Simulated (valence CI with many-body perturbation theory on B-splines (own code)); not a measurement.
## Lu³⁰⁺: E2, M1 decay

Computed by valence CI with perturbative core correlation (CI+MBPT): five valence electrons over a frozen Dirac-Fock core [Kr], a basis of 7 s, 7 p, 8 d, 6 f, 4 g, 1 h functions for each j, with the one-electron correlation potential Σ1 (screened to all orders), the two-electron term Σ2, the three-electron term Σ3, Breit, model QED; selected single and double excitations, second order for the rest, scaled by the run's own slope (own B-spline code, finite nucleus).

The last digits are not significant, and no measured levels were compared; by estimate large intervals hold to a few tenths of a per cent, small ones and those within an open d or f shell to about a per cent. The list stops below the first excitations out of the core.

Lines 1 to 50 of 120 in falling wavelength, among levels below 931280 cm⁻¹, chosen from the decays that carry over 1 % of a level's rate. Wavelengths and rates use the calculated energies. Electric multipoles are in the length gauge, E1 and E2 with the static RPA response of the core. Weak lines are less certain than strong ones. Lines between different terms over intervals too small for the method are left out, as are lines whose strength nearly cancels. Branching is blank where the lifetime is uncertain.

Levels are named by their leading jj configuration (3d3/2^4 stands for four electrons in 3d with j = 3/2), which in mixed levels can hold well under half, so a name can repeat and another be missing. Letters in brackets count levels of one name in rising energy.

```
λ vac (Å)                        Upper                        Lower  Type   A (s⁻¹)  Branch %
    14120     (4d3/2^3 4d5/2^2) J=11/2  (4d3/2^3 4d5/2^2) J=7/2 [a]    E2  2.47e-07          
     9471      (4d3/2^3 4d5/2^2) J=9/2     (4d3/2^3 4d5/2^2) J=11/2    M1  1.27e+01      15.0
     6368  (4d3/2^3 4d5/2^2) J=7/2 [b]  (4d3/2^3 4d5/2^2) J=5/2 [b]    M1  3.16e+01       3.0
     5669      (4d3/2^3 4d5/2^2) J=9/2  (4d3/2^3 4d5/2^2) J=7/2 [a]    M1  6.90e+01      81.4
     4882  (4d3/2^3 4d5/2^2) J=5/2 [b]  (4d3/2^3 4d5/2^2) J=3/2 [a]    M1  8.78e+01       2.7
     3800      (4d3/2^3 4d5/2^2) J=1/2  (4d3/2^3 4d5/2^2) J=3/2 [a]    M1  5.34e+02      98.2
     2866  (4d3/2^3 4d5/2^2) J=7/2 [a]  (4d3/2^3 4d5/2^2) J=5/2 [a]    M1  4.99e+02       4.8
     2744  (4d3/2^2 4d5/2^3) J=1/2 [a]  (4d3/2^3 4d5/2^2) J=3/2 [b]    M1  5.27e+02       1.7
     2519  (4d3/2^3 4d5/2^2) J=7/2 [b]  (4d3/2^3 4d5/2^2) J=7/2 [a]    M1  1.70e+02      16.4
     2140  (4d3/2^3 4d5/2^2) J=3/2 [b]      (4d3/2^3 4d5/2^2) J=1/2    M1  1.49e+02       2.7
     2121  (4d3/2^2 4d5/2^3) J=5/2 [b]  (4d3/2^3 4d5/2^2) J=3/2 [b]    M1  6.60e+02       2.4
     2082  (4d3/2^2 4d5/2^3) J=1/2 [b]  (4d3/2^2 4d5/2^3) J=3/2 [a]    M1  1.00e+03       3.1
     2031  (4d3/2^2 4d5/2^3) J=7/2 [b]  (4d3/2^2 4d5/2^3) J=7/2 [a]    M1  3.36e+02       3.4
     1997  (4d3/2^2 4d5/2^3) J=9/2 [c]  (4d3/2^2 4d5/2^3) J=9/2 [b]    M1  9.98e+02       7.6
     1903  (4d3/2^3 4d5/2^2) J=3/2 [b]  (4d3/2^3 4d5/2^2) J=5/2 [b]    M1  3.75e+02       6.7
     1698  (4d3/2^3 4d5/2^2) J=5/2 [b]  (4d3/2^3 4d5/2^2) J=5/2 [a]    M1  2.91e+03      89.3
     1553  (4d3/2^2 4d5/2^3) J=3/2 [c]  (4d3/2^2 4d5/2^3) J=1/2 [b]    M1  6.66e+02       3.9
     1491  (4d3/2^2 4d5/2^3) J=9/2 [a]  (4d3/2^3 4d5/2^2) J=7/2 [b]    M1  1.87e+03      11.3
     1372  (4d3/2^2 4d5/2^3) J=7/2 [a]  (4d3/2^3 4d5/2^2) J=5/2 [b]    M1  3.79e+03      15.6
     1369  (4d3/2^3 4d5/2^2) J=3/2 [b]  (4d3/2^3 4d5/2^2) J=3/2 [a]    M1  9.61e+02      17.2
     1365  (4d3/2^2 4d5/2^3) J=5/2 [c]  (4d3/2^3 4d5/2^2) J=3/2 [b]    M1  4.70e+03      12.9
     1294  (4d3/2^3 4d5/2^2) J=5/2 [a]        (4d3/2^4 4d5/2) J=5/2    M1  1.78e+04     100.0
     1293  (4d3/2^2 4d5/2^3) J=5/2 [a]  (4d3/2^3 4d5/2^2) J=7/2 [a]    M1  3.75e+03       7.7
     1280  (4d3/2^2 4d5/2^3) J=3/2 [b]  (4d3/2^2 4d5/2^3) J=5/2 [a]    M1  7.77e+02       5.2
     1267  (4d3/2^2 4d5/2^3) J=3/2 [b]  (4d3/2^3 4d5/2^2) J=3/2 [b]    M1  1.67e+02       1.1
     1262  (4d3/2^2 4d5/2^3) J=7/2 [a]      (4d3/2^3 4d5/2^2) J=9/2    M1  5.71e+03      23.5
     1220    (4d3/2 4d5/2^4) J=7/2 [a]  (4d3/2^2 4d5/2^3) J=5/2 [c]    M1  3.28e+03       5.5
     1214  (4d3/2^2 4d5/2^3) J=3/2 [c]  (4d3/2^2 4d5/2^3) J=5/2 [c]    M1  4.50e+02       2.7
     1202  (4d3/2^2 4d5/2^3) J=1/2 [a]      (4d3/2^3 4d5/2^2) J=1/2    M1  1.11e+04      36.5
     1191  (4d3/2^2 4d5/2^3) J=5/2 [b]  (4d3/2^3 4d5/2^2) J=7/2 [b]    M1  2.75e+03       9.9
     1187     (4d3/2^2 4d5/2^3) J=11/2      (4d3/2^3 4d5/2^2) J=9/2    M1  2.48e+03      14.6
     1148    (4d3/2 4d5/2^4) J=5/2 [a]  (4d3/2^2 4d5/2^3) J=3/2 [a]    M1  4.47e+03       5.1
     1137  (4d3/2^2 4d5/2^3) J=5/2 [d]  (4d3/2^2 4d5/2^3) J=5/2 [c]    M1  3.88e+02       1.1
     1118  (4d3/2^2 4d5/2^3) J=9/2 [c]     (4d3/2^2 4d5/2^3) J=11/2    M1  2.00e+02       1.5
     1112  (4d3/2^2 4d5/2^3) J=3/2 [a]      (4d3/2^3 4d5/2^2) J=1/2    M1  1.75e+03       3.3
     1104    (4d3/2 4d5/2^4) J=7/2 [a]  (4d3/2^2 4d5/2^3) J=9/2 [b]    M1  3.61e+03       6.0
     1087  (4d3/2^2 4d5/2^3) J=7/2 [c]  (4d3/2^2 4d5/2^3) J=5/2 [a]    M1  2.36e+02       1.1
     1055     (4d3/2^2 4d5/2^3) J=11/2     (4d3/2^3 4d5/2^2) J=11/2    M1  1.45e+04      85.4
     1044  (4d3/2^2 4d5/2^3) J=3/2 [a]  (4d3/2^3 4d5/2^2) J=5/2 [b]    M1  7.42e+03      14.0
     1032  (4d3/2^2 4d5/2^3) J=7/2 [a]  (4d3/2^3 4d5/2^2) J=7/2 [a]    M1  8.72e+03      35.9
     1013       (4d3/2 4d5/2^4) J=11/2  (4d3/2^2 4d5/2^3) J=9/2 [b]    M1  3.61e+03       7.1
     1003  (4d3/2^2 4d5/2^3) J=9/2 [a]     (4d3/2^3 4d5/2^2) J=11/2    M1  5.75e+03      34.7
     1003  (4d3/2^2 4d5/2^3) J=5/2 [b]  (4d3/2^3 4d5/2^2) J=5/2 [b]    M1  1.18e+04      42.7
    985.2  (4d3/2^2 4d5/2^3) J=9/2 [b]  (4d3/2^3 4d5/2^2) J=7/2 [b]    M1  3.04e+03       8.0
    939.4  (4d3/2^2 4d5/2^3) J=7/2 [b]  (4d3/2^3 4d5/2^2) J=7/2 [b]    M1  3.09e+03      30.9
    936.6  (4d3/2^2 4d5/2^3) J=9/2 [a]  (4d3/2^3 4d5/2^2) J=7/2 [a]    M1  8.79e+03      53.1
    924.8    (4d3/2 4d5/2^4) J=7/2 [a]  (4d3/2^2 4d5/2^3) J=5/2 [b]    M1  9.65e+03      16.1
    921.7  (4d3/2^2 4d5/2^3) J=3/2 [c]  (4d3/2^2 4d5/2^3) J=5/2 [b]    M1  3.60e+02       2.1
    913.4  (4d3/2^2 4d5/2^3) J=1/2 [a]  (4d3/2^3 4d5/2^2) J=3/2 [a]    M1  1.88e+04      61.7
    909.3    (4d3/2 4d5/2^4) J=5/2 [a]  (4d3/2^2 4d5/2^3) J=7/2 [a]    M1  1.56e+04      17.9
```
